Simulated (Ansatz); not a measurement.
Consider the formal exchange of groups at a B–O bond: `NBO[SiH3]` + BH₃ → `BBN` + silanol.

Calculated with Ansatz (gas phase, PBE0-D4/def2-TZVP geometries, no zero-point term in ΔE). CCSD(T)/CBS is the MP2 limit (def2-TZVPP, def2-QZVPP) plus CCSD(T) − MP2 in def2-TZVPP, frozen cores. This one scheme is used for every species. DFT in def2-TZVPP. Each species was taken in one conformer, which may not be the lowest.

`NBO[SiH3]`:

Z-matrix (Å, degrees):
```
Si
O 1 1.641
H 1 1.487 2 110.8
H 1 1.485 2 108.9 3 120.6
H 1 1.485 2 108.9 3 -120.6
B 2 1.370 1 132.6 3 0.2
N 6 1.395 2 119.4 1 179.9
H 6 1.202 2 120.9 1 -0.1
H 7 1.003 6 122.6 2 -180.0
H 7 1.006 6 122.7 2 0.0
```

BH₃:

```xyz
4

B     0.000    0.000    0.000
H     1.073   -0.035   -0.521
H    -0.424    1.032    0.423
H    -0.649   -0.997    0.098
```

`BBN`:

```xyz
8

B     0.673    0.488   -1.136
B     0.202    0.103    0.413
N    -0.908   -0.619    0.837
H     1.437   -0.196   -1.761
H     0.358    1.520   -1.662
H     0.935    0.514    1.285
H    -1.104   -0.798    1.807
H    -1.593   -1.014    0.216
```

`O[SiH3]`:

```xyz
6

O    -0.510   -0.292   -1.139
Si    0.246   -0.051    0.305
H    -1.197    0.324   -1.393
H     0.932    1.269    0.353
H     1.241   -1.140    0.429
H    -0.712   -0.110    1.444
```

CCSD(T)/CBS gives +33.0 kcal/mol.

(1) Another level gave +34.8 kcal/mol. Which?
A. RPA@PBE/def2-TZVPP
B. r2SCAN0/def2-TZVPP
C. MP2/def2-TZVPP
D. LDA (SPW92)/def2-TZVPP

Largest T1 diagnostic among the species: 0.013.

## Answers

(1) C. MP2/def2-TZVPP 34.8, LDA (SPW92) 29.4, RPA@PBE/def2-TZVPP 33.8, r2SCAN0 32.8 kcal/mol.

In def2-TZVPP, CCSD(T) changes the Hartree–Fock value by −4.3 kcal/mol (the triples alone add −0.3 kcal/mol) and MP2 by −3.0 kcal/mol. Leaving LDA and LC-ωPBE aside and taking each functional with its dispersion term where it has one, the values, not all of them listed here, spread over 6.7 kcal/mol, from PBE-D4 to BHLYP-D4. LDA lies +1.1 kcal/mol from PBE without D4.
